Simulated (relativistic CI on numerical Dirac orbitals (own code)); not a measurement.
## Hyperfine structure of Rh33+, mass number 103

Calculated at this level of theory: Dirac-Coulomb-Breit CI, KLI orbitals optimised for each configuration, model QED (radiative potential, 1s self-energy scaled to tabulated hydrogen-like ionisation energies), unscaled Slater integrals (own radial code, finite nucleus).

Configuration list (outside the closed core [Ne]): 3s2, 3s.3p, 3p2, 3s.3d, 3d2, 3p.3d, 3p.4s, 3d.4s, 3s.4s, 3s.4p, 3s.4d, 3s.4f, 3s.5s, 3s.5p, 3s.5d, 3s.5f. Levels of other configurations are missing.

Nuclear spin I = 1/2, μ = -0.08829 μN (tables of Stone and Pyykkö). The electronic factors are computed for point nuclear moments, without core polarisation or the Bohr-Weisskopf and QED corrections.

| Level | E (cm⁻¹) | A (MHz) |
| --- | --- | --- |
| 3s.3p 3P°_1 | 583133 | -78700 |
| 3s.3p 3P°_2 | 827673 | -38560 |
| 3s.3p 1P°_1 | 1009577 | 16330 |
| 3p2 1D_2 | 1526786 | -14720 |
| 3p2 3P_1 | 1533883 | 1754 |
| 3s.3d 3D_1 | 1756842 | 29060 |
| 3s.3d 3D_2 | 1765705 | -25330 |
| 3s.3d 3D_3 | 1817609 | -23470 |

Levels with J = 0, under 50 % of one LS term, or S terms without an open s electron are left out. Small factors come from cancelling terms and can be off by tens of per cent or more.

At this charge energies of transitions that change n are usually good to better than 1 %, and those within a shell (Δn = 0) to a few per cent.

Task: Give the hyperfine levels of 3s.3p 3P°_1 relative to its centre of gravity.

Result: With K = F(F + 1) − I(I + 1) − J(J + 1), E = AK/2: F = 1/2: 78700, F = 3/2: -39350 MHz.

LS names give the leading component of a level, which can be under half, so a name can repeat, a term be missing and a line seem to break the LS rules.
